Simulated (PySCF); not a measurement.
F²⁺: ionisation energy

F²⁺ [He] 2s2 2p3 (4S) → F³⁺ [He] 2s2 2p2 (3P), as a difference of total energies. Calculation: PySCF 2.14, in dyall-av3z (15s9p3d2f, 71 functions); the spin-free X2C one-electron Hamiltonian (Gaussian nucleus). Correlated levels: valence: 1s2 frozen; virtual orbitals above 40 to 60 times the deepest correlated orbital energy dropped. The calculations carry no spin-orbit coupling.

```json
{"method": "UHF", "ionisation energy (eV)": "62.250"}
{"method": "MP2 (valence)", "ionisation energy (eV)": "62.843"}
{"method": "SCS-MP2 (valence)", "ionisation energy (eV)": "62.577"}
{"method": "CCSD (valence)", "ionisation energy (eV)": "62.620"}
{"method": "CCSD(T) (valence)", "ionisation energy (eV)": "62.623"}
```

Q: How much does correlation contribute at CCSD(T) (valence)?

A: 62.623 − (62.250) = 0.373 eV, measured against UHF.

A first-order spin-orbit estimate (lowest level to lowest level, LS coupling) adds -0.054 eV.

Errors of the correlated levels include the incompleteness of this basis and the frozen core.

For comparison: 62.708 eV (semi-empirical (NIST evaluation); NIST Atomic Spectra Database, ionization energies).
